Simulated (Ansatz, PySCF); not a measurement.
PySCF was given this input:
```python
from pyscf import gto, scf, cc

mol = gto.M(
    atom='''
O     1.437599   -0.318940    1.171135
S     0.923575   -0.035914   -0.150496
O     1.201674    1.288408   -0.660270
O     1.035101   -1.112348   -1.109604
C    -0.928928    0.036122    0.151369
F    -1.262751    0.991986    1.033294
F    -1.409248   -1.119420    0.638116
F    -1.616738    0.294203   -0.972561
''',
    basis='sto-3g',
    charge=-1,
    spin=0,
    verbose=4,
)

mf = scf.RHF(mol)
mf.kernel()

mycc = cc.CCSD(mf, frozen=12)
mycc.kernel()
et = mycc.ccsd_t()
print('E(CCSD(T)) = %.10f' % (mycc.e_tot + et))
```

**Question.** Give the equivalent Ansatz (a first-principles code) input.

**Answer.** One answer among several that fit: 
Ansatz 0.2 input:
```yaml
crystal:
  periodic: [false, false, false]
  atoms:
    - {symbol: O, position_ang: [1.43759940, -0.31893974, 1.17113549]}
    - {symbol: S, position_ang: [0.92357543, -0.03591358, -0.15049648]}
    - {symbol: O, position_ang: [1.20167442, 1.28840781, -0.66027026]}
    - {symbol: O, position_ang: [1.03510126, -1.11234754, -1.10960410]}
    - {symbol: C, position_ang: [-0.92892797, 0.03612172, 0.15136868]}
    - {symbol: F, position_ang: [-1.26275110, 0.99198614, 1.03329425]}
    - {symbol: F, position_ang: [-1.40924817, -1.11942013, 0.63811600]}
    - {symbol: F, position_ang: [-1.61673848, 0.29420318, -0.97256107]}
basis:
  gaussian:
    orbitals: STO-3G
total_charge: -1
magnetization: {spin_polarized: false}
correlation: {method: ccsd_t, electrons: outside_noble_gas}
accuracy: high
```

Both were run: PySCF gave -945.933905 Eh and Ansatz -945.933905 Eh, 0.001 mEh apart.
